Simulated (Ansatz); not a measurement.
Geometry optimisation, RKS B3LYP/def2-SVP (Ansatz 0.2.0).

input.yaml

```yaml
crystal:
  periodic: [false, false, false]
  atoms:
    - { symbol: Ga, position_ang: [-0.1097, -0.0471, 0.1643] }
    - { symbol: H, position_ang: [1.0927, 1.0173, 1.3884] }
    - { symbol: C, position_ang: [0.1868, 0.5396, -1.7382] }
    - { symbol: "N", position_ang: [-1.4581, -0.8329, 1.118] }
    - { symbol: H, position_ang: [1.4749, 0.1231, 1.2552] }
    - { symbol: F, position_ang: [1.6469, -1.0121, 0.8717] }
    - { symbol: H, position_ang: [1.2242, 0.8636, -1.8334] }
    - { symbol: H, position_ang: [-0.4734, 1.36, -2.0156] }
    - { symbol: H, position_ang: [0.0108, -0.3011, -2.4119] }
    - { symbol: H, position_ang: [-1.2197, -1.2961, 1.9893] }
    - { symbol: H, position_ang: [-2.3755, -0.4143, 1.2121] }
basis:
  gaussian: { orbitals: def2-SVP }
hamiltonian:
  xc: b3lyp
relax:
  f_tol: 0.15
  max_steps: 25
  restrain:
    - { distance: [0, 5], at: 1.79, k: 30.0 }
    - { distance: [4, 1], at: 0.62, k: 30.0 }
    - { distance: [0, 1], at: 2.83, k: 30.0 }
    - { distance: [4, 5], at: 2.18, k: 30.0 }
```

Command:

```bash
$ ansatz run input.yaml --threads 2 --pin off --max-ram 3072MiB --backend cpu --events-out ev --progress --plain --runs-dir out
```

Q: Where does it end, and by what steps?

A: The run converged. The restraints hold the end off the free minimum. After 9 steps the energy has fallen by 1.226 eV (the restraints' own energy left out); H5 moved furthest, 0.62 Å. Joined: H2–H5.

| step | energy less start (eV) | largest force component (eV/Å) | accepted |
| --- | --- | --- | --- |
| 0 | 0.0000 | 1.155 | yes |
| 1 | -0.3749 | 1.993 | yes |
| 2 | -0.7189 | 3.471 | yes |
| 3 | -1.0091 | 3.940 | yes |
| 4 | -1.1900 | 2.358 | yes |
| 5 | -1.2050 | 2.367 | yes |
| 6 | -1.2049 | 2.386 | yes |
| 7 | -1.2276 | 2.286 | yes |
| 8 | -1.2366 | 2.082 | no |
| 9 | -1.2259 | 2.377 | yes |

```xyz
11
Properties=species:S:1:pos:R:3
Ga -0.041 -0.502 0.024
H 1.517 1.310 1.545
C 0.134 0.461 -1.671
N -1.477 -0.784 1.092
H 1.742 0.648 1.464
F 1.399 -1.350 0.651
H 1.100 0.988 -1.694
H -0.681 1.185 -1.821
H 0.118 -0.263 -2.502
H -1.421 -1.331 1.946
H -2.390 -0.363 0.964
```

Whether the end is a true minimum wasn't checked by a vibrational analysis.

Time of the run: 40 s on 2 threads of Arm Neoverse V1, on a shared host, peak memory 0.25 GiB.
